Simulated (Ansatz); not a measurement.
Relaxation of CH₉NSi₃ (14 atoms, charge 0, multiplicity 1), to a largest force component of 0.015 eV/Å in at most 40 steps.

The calculation used Ansatz, RKS B3LYP-D4/def2-SVP.

```xyz
14
Properties=species:S:1:pos:R:3:forces:R:3
Si -1.470 1.096 1.217 -1.32 1.97 0.09
Si -0.135 0.856 -0.575 0.48 1.82 -0.82
N -0.284 -0.614 -1.449 2.04 -1.08 0.53
C 0.669 -1.520 -0.628 -2.80 0.62 0.78
Si 1.769 -0.136 0.010 0.65 0.00 1.09
H -1.074 2.296 2.050 0.05 -0.29 -0.12
H -2.883 1.411 0.755 0.23 -0.20 0.17
H -1.509 -0.066 2.042 0.04 -1.14 0.74
H -0.049 2.002 -1.499 -0.31 0.54 -0.02
H -1.208 -0.926 -1.563 -1.58 -1.23 -0.52
H 1.119 -2.284 -1.192 0.73 -1.36 -1.27
H 0.087 -2.031 0.210 0.71 0.42 -0.57
H 2.015 -0.220 1.468 0.41 -0.09 0.14
H 2.939 0.105 -0.816 0.69 0.03 -0.24
```

Task: Where does it end, and by what steps?

Result: The run converged. After 13 steps the energy has fallen by 0.722 eV; H12 moved furthest, 0.74 Å.

| step | energy less start (eV) | largest force component (eV/Å) | accepted |
| --- | --- | --- | --- |
| 0 | 0.0000 | 2.805 | yes |
| 1 | -0.5705 | 1.217 | yes |
| 2 | -0.6589 | 0.461 | yes |
| 3 | -0.6549 | 0.619 | no |
| 4 | -0.6924 | 0.268 | yes |
| 5 | -0.7034 | 0.119 | yes |
| 6 | -0.7093 | 0.240 | yes |
| 7 | -0.7136 | 0.176 | yes |
| 8 | -0.7188 | 0.093 | yes |
| 9 | -0.7201 | 0.064 | yes |
| 10 | -0.7209 | 0.070 | yes |
| 11 | -0.7217 | 0.033 | yes |
| 12 | -0.7219 | 0.023 | yes |
| 13 | -0.7221 | 0.012 | yes |

```xyz
14
Properties=species:S:1:pos:R:3
Si -1.659 1.417 1.292
Si -0.172 0.837 -0.442
N -0.410 -0.769 -1.102
C 0.755 -1.620 -0.822
Si 1.825 -0.281 0.080
H -1.313 2.750 1.875
H -3.072 1.477 0.803
H -1.591 0.393 2.378
H -0.150 1.958 -1.441
H -1.215 -1.181 -1.565
H 1.239 -2.018 -1.735
H 0.523 -2.486 -0.171
H 2.140 -0.592 1.505
H 3.088 0.085 -0.625
```

Time of the run: 55 s on 2 threads of Arm Neoverse V2, on a shared host, peak memory 0.32 GiB.
